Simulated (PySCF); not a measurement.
A structure optimised at ωB97X-D3(BJ)/def2-SVP, used in a PySCF frequency run:

```xyz
9

Si    -0.3870     1.6775     0.0000
C      1.1061     0.5349     0.0000
C      1.0080    -0.7947     0.0000
Cl    -0.5239    -1.6100     0.0000
H     -1.2204     1.4504     1.2145
H     -1.2204     1.4504    -1.2145
H      0.0993     3.0875     0.0000
H      2.1242     0.9418     0.0000
H      1.8559    -1.4865     0.0000
```
Charge 0, spin multiplicity 1.

**Question.** Write its SMILES, formula and point group.

**Answer.** [SiH3]/C=C\Cl, C₂H₅ClSi, Cs

**Question.** What are its rotational constants (standard atomic weights)?

**Answer.** 9.2539, 2.5090, 2.0208 GHz
